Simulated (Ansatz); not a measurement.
Mulliken charges of `C[O][GeH]` from r2SCAN/def2-TZVPP in Ansatz (PBE0-D4/def2-TZVP geometry).

```
atom   x (Å)   y (Å)   z (Å)  charge (e)
  C1  -0.421   0.663  -0.095       0.035
  O2  -0.624  -0.712  -0.310      -0.391
 Ge3   0.522  -2.037  -0.027       0.311
  H4  -0.553   1.202  -1.037       0.060
  H5   0.582   0.869   0.296       0.055
  H6  -1.164   1.034   0.618       0.060
  H7   1.719  -1.086   0.509      -0.130
```

Q: By hand: the dipole of these point charges (1 e Å = 4.8032 D).

A: Σ q r = (0.097, -0.009, 0.034) e Å, of length 0.103 e Å = 0.49 D.

Q: How does the dipole of the full density compare? (Estimate.)

A: The calculation gave: (0.090, 0.178, 0.051) e Å, 0.99 D; the point charges give 0.49 times that, at 65° from its direction.

Point charges leave out the atoms' own dipoles, such as those of lone pairs, and Mulliken's split depends on the basis, so the two needn't agree.
